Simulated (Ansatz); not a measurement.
A run for Ansatz (an electronic-structure program): R-B3LYP/def2-TZVPP on CH6SSi (SMILES CS[SiH3]), a point of a torsion scan.

Ansatz 0.2 input:
```yaml
crystal:
  periodic: [false, false, false]
  atoms:
    - {symbol: C, position_ang: [1.52100741, -0.09124040, 0.11192203]}
    - {symbol: S, position_ang: [0.31408402, 0.73508892, -0.97410967]}
    - {symbol: Si, position_ang: [-1.52530846, 0.12128522, -0.06317086]}
    - {symbol: H, position_ang: [1.39093954, -1.16735940, 0.05425655]}
    - {symbol: H, position_ang: [2.50593784, 0.18222307, -0.25092383]}
    - {symbol: H, position_ang: [1.39147925, 0.25482375, 1.13256538]}
    - {symbol: H, position_ang: [-1.32166435, 0.17618824, 1.38071300]}
    - {symbol: H, position_ang: [-1.80765842, -1.25521472, -0.46012692]}
    - {symbol: H, position_ang: [-2.50270157, 1.06975186, -0.56021142]}
basis:
  gaussian:
    orbitals: def2-TZVPP
hamiltonian:
  xc: {name: B3LYP}
scf: {lower_state_search: off}
```

Output:

```
WARN ansatz: RAYON_NUM_THREADS=1 ignored (pool sized by the plan → 1); use --threads N
Functional definition: B3LYP
these checks for a lower state are left out or cut short: stability, starts, cluster_reference, orbital_swaps, neighbouring_geometries, increment
integrals: 0.11 GiB planned
1121 factors; their error is unknown
mean field: 0.96 GiB planned
mean field evaluation 1: about -19845.9028 eV, gradient 4.5e1 eV
mean field evaluation 2: about -19842.7701 eV, gradient 5.4e1 eV
mean field evaluation 4: about -19850.5681 eV, gradient 1.9e0 eV
mean field evaluation 8: about -19850.5778 eV, gradient 2.1e-2 eV
mean field evaluation 16: about -19850.5873 eV, gradient 3.0e-5 eV
mean field -19850.58731154 eV, -729.4956284878 hartree, gradient 2.1e-6 eV, S^2 0.000000; 0 other end points of the search recorded, 0 dependent functions left out
reference -19850.58757225 eV, -729.4956380685 hartree; 21, 21 occupied and 178, 178 virtual orbitals, 1121 factors
Total energy: -19850.58757225 eV, -729.4956380685 hartree
Checks for a lower state left out: stability, starts, cluster_reference, orbital_swaps, neighbouring_geometries, increment
```

The run converged.

Cost: around 3 core-seconds (rough).
